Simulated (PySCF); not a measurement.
**Which determinant of HfCl lies lowest?**

Unrestricted PBE0; Hf def2-TZVPPD with ECP60, Cl def2-TZVPPD; scalar-relativistic core potentials (PySCF 2.14). Outer shells of the fragments: Hf 5d2 6s2; Cl 3s2 3p5.

Followed along the bond (rough minima from three points):

```json
{"2Ms+1": "2", "unpaired": "δ ↑", "⟨S²⟩ at the start": "0.85", "R at minimum (Å)": "2.31", "Te (eV)": "0.00"}
{"2Ms+1": "2", "unpaired": "π ↑", "⟨S²⟩ at the start": "1.16", "R at minimum (Å)": "2.34", "Te (eV)": "0.25"}
{"2Ms+1": "4", "unpaired": "σ ↑, π ↑, δ ↑", "⟨S²⟩ at the start": "3.75", "R at minimum (Å)": "2.37", "Te (eV)": "0.66"}
{"2Ms+1": "4", "unpaired": "σ ↑, π ↑, δ ↑", "⟨S²⟩ at the start": "3.75", "R at minimum (Å)": "2.37", "Te (eV)": "0.68"}
{"2Ms+1": "4", "unpaired": "σ ↑, δ ↑↑", "⟨S²⟩ at the start": "3.75", "R at minimum (Å)": "2.34", "Te (eV)": "0.70"}
{"2Ms+1": "2", "unpaired": "σ ↑", "⟨S²⟩ at the start": "0.75", "R at minimum (Å)": "2.35", "Te (eV)": "0.95"}
```

Solutions found at the starting distance of 2.370 Å, counted from the lowest of them; the search is not exhaustive and high or unbound solutions are not listed, so other states can lie among these:

```json
{"2Ms+1": "2", "unpaired": "δ ↑", "term": "²Δ", "E (eV)": "0.00", "⟨S²⟩": "0.85", "⟨Lz²⟩": "4.01", "μ (D)": "-1.95"}
{"2Ms+1": "2", "unpaired": "π ↑", "term": "mixed", "E (eV)": "0.23", "⟨S²⟩": "1.16", "⟨Lz²⟩": "1.92", "μ (D)": "-2.50"}
{"2Ms+1": "4", "unpaired": "σ ↑, π ↑, δ ↑", "term": "mixed", "E (eV)": "0.63", "⟨S²⟩": "3.75", "⟨Lz²⟩": "4.87", "μ (D)": "-2.85"}
{"2Ms+1": "4", "unpaired": "σ ↑, π ↑, δ ↑", "term": "mixed", "E (eV)": "0.66", "⟨S²⟩": "3.75", "⟨Lz²⟩": "5.00", "μ (D)": "-2.95"}
{"2Ms+1": "4", "unpaired": "σ ↑, δ ↑↑", "term": "⁴Σ⁻", "E (eV)": "0.69", "⟨S²⟩": "3.75", "⟨Lz²⟩": "0.00", "μ (D)": "-4.00"}
{"2Ms+1": "2", "unpaired": "σ ↑", "term": "²Σ⁺", "E (eV)": "0.93", "⟨S²⟩": "0.75", "⟨Lz²⟩": "0.00", "μ (D)": "-0.45"}
{"2Ms+1": "4", "unpaired": "σ ↑↑, δ ↑", "term": "⁴Δ", "E (eV)": "0.96", "⟨S²⟩": "3.75", "⟨Lz²⟩": "4.01", "μ (D)": "-0.80"}
{"2Ms+1": "4", "unpaired": "σ ↑, π ↑↑", "term": "⁴Σ⁻", "E (eV)": "1.20", "⟨S²⟩": "3.75", "⟨Lz²⟩": "0.00", "μ (D)": "-2.27"}
{"2Ms+1": "2", "unpaired": "σ ↑, π ↓, δ ↑", "term": "mixed", "E (eV)": "1.34", "⟨S²⟩": "1.75", "⟨Lz²⟩": "4.99", "μ (D)": "-3.46"}
{"2Ms+1": "2", "unpaired": "σ ↑, δ ↑↓", "term": "mixed", "E (eV)": "1.38", "⟨S²⟩": "1.75", "⟨Lz²⟩": "8.02", "μ (D)": "-3.31"}
{"2Ms+1": "2", "unpaired": "σ ↓, π ↑, δ ↑", "term": "mixed", "E (eV)": "1.55", "⟨S²⟩": "1.74", "⟨Lz²⟩": "4.92", "μ (D)": "-3.10"}
{"2Ms+1": "4", "unpaired": "σ ↑↑, π ↑", "term": "⁴Π", "E (eV)": "1.98", "⟨S²⟩": "3.75", "⟨Lz²⟩": "1.11", "μ (D)": "-0.44"}
{"2Ms+1": "4", "unpaired": "π ↑↑, δ ↑", "term": "⁴Δ", "E (eV)": "2.72", "⟨S²⟩": "3.76", "⟨Lz²⟩": "4.01", "μ (D)": "-2.96"}
{"2Ms+1": "6", "unpaired": "σ ↑, π ↑↑↑, δ ↑", "term": "mixed", "E (eV)": "6.56", "⟨S²⟩": "8.76", "⟨Lz²⟩": "5.05", "μ (D)": "2.13"}
```

A term symbol is given only where ⟨S²⟩ and ⟨Lz²⟩ are close to those of a pure state; real π, δ and φ orbitals otherwise mix terms. A positive dipole means Hf(−)Cl(+).

Spin–orbit coupling is left out. The state is the lowest single determinant that the PBE0 search found; with open d or f shells the true ground state can be another one.
